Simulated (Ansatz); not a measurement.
Level of theory: frozen-core CCSD(T)/cc-pVTZ // B3LYP-D3(BJ)/def2-TZVP (Ansatz, an electronic-structure program).

Ansatz 0.2 input:
```yaml
crystal:
  periodic: [false, false, false]
  atoms:
    - { symbol: O, position_ang: [-1.119006, -0.265703, 0.424706] }
    - { symbol: C, position_ang: [0.008325, 0.409654, -0.075702] }
    - { symbol: O, position_ang: [1.104591, -0.443635, -0.293624] }
    - { symbol: H, position_ang: [-1.393809, -0.921138, -0.228325] }
    - { symbol: H, position_ang: [-0.188828, 0.872891, -1.045689] }
    - { symbol: H, position_ang: [0.230561, 1.180716, 0.666193] }
    - { symbol: H, position_ang: [1.358164, -0.832783, 0.552441] }
basis:
  gaussian: { orbitals: cc-pVTZ }
correlation:
  method: ccsd_t
```

Output:

```
Functional definition: HF
857 factors; integrals over basis functions are off by at most 8.8e-4 eV
mean field evaluation 1: about -5167.2211 eV, gradient 3.8e1 eV
mean field evaluation 2: about -5167.2240 eV, gradient 3.8e1 eV
mean field evaluation 4: about -5169.8095 eV, gradient 2.8e0 eV
mean field evaluation 8: about -5169.8358 eV, gradient 9.9e-5 eV
mean field evaluation 16: about -5169.8347 eV, gradient 5.1e-1 eV
mean field -5169.83579034 eV, -189.9879610546 hartree, gradient 1.5e-6 eV, S^2 0.000000; 0 other end points of the search recorded, 0 dependent functions left out
3 core orbitals not correlated
reference -5169.83579034 eV, -189.9879610546 hartree; 10, 10 occupied and 133, 133 virtual orbitals, 857 factors
second order -17.99194663 eV of doubles, -0.00000000 eV of singles
cycle   1  -17.95562115 eV  change    3.6e-2 eV  update   7.7e-2
cycle   2  -18.34342828 eV  change   -3.9e-1 eV  update   2.1e-2
cycle   3  -18.42304610 eV  change   -8.0e-2 eV  update   1.0e-2
cycle   4  -18.41335816 eV  change    9.7e-3 eV  update   2.3e-3
cycle   5  -18.41410248 eV  change   -7.4e-4 eV  update   1.2e-3
cycle   6  -18.41463689 eV  change   -5.3e-4 eV  update   3.6e-4
cycle   7  -18.41440121 eV  change    2.4e-4 eV  update   1.3e-4
cycle   8  -18.41435464 eV  change    4.7e-5 eV  update   3.4e-5
cycle   9  -18.41435734 eV  change   -2.7e-6 eV  update   1.1e-5
perturbative correction -0.65035912 eV, -0.0239002567 hartree
Total energy: -5188.90050680 eV, -190.6885764619 hartree
```

Cost: around 20 core-seconds (rough).
